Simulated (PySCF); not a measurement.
Problem. Give a PBE0-D3(BJ)/def2-SVP geometry of `BCC#CC`.

Solution. 
```
atom  x, y, z in Å
B1    -1.7862   -0.3481   -1.6830
C2    -0.2672   -0.6036   -1.4041
C3     0.2965   -0.1449   -0.1455
C4     0.7475    0.2466    0.9098
C5     1.2953    0.7142    2.1735
H6    -2.2377   -0.7117   -2.7457
H7    -2.5140    0.1835   -0.8791
H8     0.2908   -0.1915   -2.2695
H9    -0.1273   -1.6984   -1.5293
H10    2.3073    1.1290    2.0419
H11    1.3663   -0.1069    2.9045
H12    0.6664    1.5019    2.6178
```

Orientation and origin are arbitrary. Atoms count from 1 in this order. B1 (three-coordinate boron) is planar (angles 122.6°, 119.5° and 118.0°, sum 360.0°, 0.00 Å off the plane of its three neighbours). The C–C distances run from 1.213 Å (C3≡C4, drawn triple) to 1.455 Å (C4–C5, drawn single), a spread of 0.242 Å. The 5 heavy atoms lie in one plane (0.000 Å rms).

Bonds between heavy atoms (Å): B1–C2 1.565, C2–C3 1.453, C3≡C4 1.213, C4–C5 1.455.

Theory: PBE0-D3(BJ)/def2-SVP geometry optimisation, gas phase in PySCF 2.14.0.

Stationary, but not proved a minimum. One conformer, not necessarily the lowest (H–B1–C2–C3 179° and -2°).

Hardware: one thread, Arm Neoverse V1 (aarch64), shared host with 32 logical CPUs at a one-minute load of 22. Cost: 25 s, 0.43 GiB resident at most. That covers the optimisation of the geometry.
